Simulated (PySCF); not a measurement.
# Quadrupolar nuclei of `C=C(C)[C@@H]1C[C@@H](F)S1(=O)=O` in NMR

C6H9FO2S.
Z-matrix (Å and degrees, GFN2-xTB geometry), rows numbered from 1:
```
C 
C   1  1.3244
C   2  1.4968  1  123.54
C   2  1.4849  1  123.84  3   178.02
C   4  1.5297  2  120.99  1   -19.90
C   5  1.5261  4  100.05  2  -138.58
F   6  1.3593  5  112.64  4   -91.29
S   4  1.8549  2  114.94  1  -123.87
O   8  1.4337  4  112.57  2    33.71
O   8  1.4306  4  115.83  2  -106.68
H   1  1.0755  2  121.13  3     1.03
H   1  1.0758  2  122.67  3   179.83
H   3  1.0901  2  108.92  1   116.33
H   3  1.0893  2  110.75  1  -125.45
H   3  1.0860  2  111.14  1    -3.99
H   4  1.0902  2  112.06  1   116.16
H   5  1.0886  4  110.48  2   -23.52
H   5  1.0896  4  113.99  2   100.91
H   6  1.0898  5  117.92  4   141.36
```

Computed at PBE0/pcSseg-1 (PySCF, non-relativistic):

```json
{"atom": "S8", "environment": "sulfonyl sulfur", "nucleus": "33S", "spin I": "3/2", "Q (b)": "-0.0678", "CQ = χzz (MHz)": "-2.188", "η": "0.399"}
{"atom": "O9", "environment": "sulfonyl oxygen", "nucleus": "17O", "spin I": "5/2", "Q (b)": "-0.0256", "CQ = χzz (MHz)": "-7.684", "η": "0.039"}
{"atom": "O10", "environment": "sulfonyl oxygen", "nucleus": "17O", "spin I": "5/2", "Q (b)": "-0.0256", "CQ = χzz (MHz)": "-7.311", "η": "0.251"}
```

Problem. Give the quadrupolar product PQ = |CQ|√(1 + η²/3), the quadrupolar frequency νQ = 3|CQ|/[2I(2I − 1)] and the Larmor frequency ν0 = |g| × 7.62259 MHz/T × B at 28.2 T, with g(33S) = 0.42921, g(17O) = −0.75752.

Solution. 
```csv
atom,PQ (MHz),νQ (MHz),ν0 (MHz),νQ/ν0
S8,2.246,1.094,92.26,0.012
O9,7.686,1.153,162.83,0.007
O10,7.388,1.097,162.83,0.007
```

For S8: PQ = 2.188 × 1.0262, νQ = 2.188 × 0.5000, ν0 = 3.2717 MHz/T × 28.2 T.

Problem. Second-order quadrupolar shift of the central transition's centre of gravity (half-integer spins, νQ < ν0/10) at 28.2 and 35.2 T.

Solution. From −(3/40)(PQ/ν0)²[I(I + 1) − 3/4]/[I(2I − 1)]², which goes as 1/B² (ppm):

```json
{"site": "33S at S8", "28.2 T": "-14.8", "35.2 T": "-9.51"}
{"site": "17O at O9", "28.2 T": "-13.4", "35.2 T": "-8.58"}
{"site": "17O at O10", "28.2 T": "-12.3", "35.2 T": "-7.93"}
```

Problem. Quadrupolar 1/T1 and linewidth for τc = 2 ps (extreme narrowing, isotropic tumbling)?

Solution. Rate = (3π²/10) PQ² τc (2I + 3)/[I²(2I − 1)], the same for T1 and T2; width = rate/π.

```csv
site,spin factor (2I + 3)/[I²(2I − 1)],1/T1 (s⁻¹),T1 (ms),linewidth (Hz)
33S at S8,1.333,39.8,25.1,12.7
17O at O9,0.320,112,8.93,35.6
17O at O10,0.320,103,9.67,32.9
```

The couplings are those of the rigid, isolated species; surroundings and motion change them. GFN2-xTB bond lengths can be off by several hundredths of an ångström, more for odd bonds, and the gradients follow them. With a basis this small, the couplings can be 20 % off.

The run behind these numbers computed NMR shieldings as well. On one thread of an x86-64 server, on a shared host, this took 29 s.

One conformer stands for the species.
